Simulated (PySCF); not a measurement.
Ionisation energy of I²⁺ by level of theory

I²⁺ [Kr] 4d10 5s2 5p3 [5p1/2^2 5p3/2^1, M_J = 3/2] → I³⁺ [Kr] 4d10 5s2 5p2 [5p1/2^2, M_J = 0], as a difference of total energies. Calculation: PySCF 2.14, in x2c-SVPall-2c (6s8p4d, 50 functions); the two-component X2C-1e Hamiltonian. Correlated levels: [Ar] 3d10 frozen; the 6 highest virtual spinors dropped. "Screened" scales the spin-orbit matrix elements by Boettger's factors to mimic the two-electron term; Breit and QED terms are absent.

```json
{"method": "GHF (spin-free)", "ionisation energy (eV)": "29.964", "error (eV)": "+0.394"}
{"method": "GMP2 (spin-free)", "ionisation energy (eV)": "30.223", "error (eV)": "+0.653"}
{"method": "GHF (screened spin-orbit)", "ionisation energy (eV)": "29.564", "error (eV)": "-0.006"}
{"method": "GMP2 (screened spin-orbit)", "ionisation energy (eV)": "29.611", "error (eV)": "+0.041"}
```

Reference: 29.57 ± 0.025 eV (measured; NIST Atomic Spectra Database, ionization energies).

The spin-free rows relax to the high-spin LS determinant and lack the spin-orbit shift.

Errors of the correlated levels include the incompleteness of this basis and the frozen core.

The labels give the starting determinants; with spin-orbit coupling the two ends relaxed to ⟨J²⟩ = 3.76, ⟨L²⟩ = 0.15, ⟨S²⟩ = 3.59 and ⟨J²⟩ = 0.00, ⟨L²⟩ = 1.35, ⟨S²⟩ = 1.35.
